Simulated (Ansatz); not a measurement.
BrCdH (SMILES [Br][CdH]) moved off its minimum; all values from Ansatz (a quantum-chemistry and plane-wave program), cores frozen in correlated methods. Elements past Kr take the def2 small-core potentials, without spin–orbit coupling.
(charge 0, multiplicity 1)
```xyz
3

Cd    -0.01977    -0.05058    -1.03951
H     -0.03438    -0.00258    -2.68655
Br    -0.00881     0.02647     1.38311
```

Forces at HF/def2-TZVPP (eV/Å):

| atom | Fx | Fy | Fz |
|---|---|---|---|
| Cd1 | -0.004 | 0.072 | 0.149 |
| H2 | -0.001 | -0.044 | -0.574 |
| Br3 | 0.005 | -0.028 | 0.425 |

### Question
Give the forces (eV/Å), the total energy and the dipole at CCSD(T)/def2-TZVPPD.

### Answer

| atom | Fx | Fy | Fz |
|---|---|---|---|
| Cd1 | -0.006 | 0.094 | 0.036 |
| H2 | 0.003 | -0.056 | -0.073 |
| Br3 | 0.003 | -0.038 | 0.037 |
Energy -2740.5349 hartree, dipole 2.24 D.
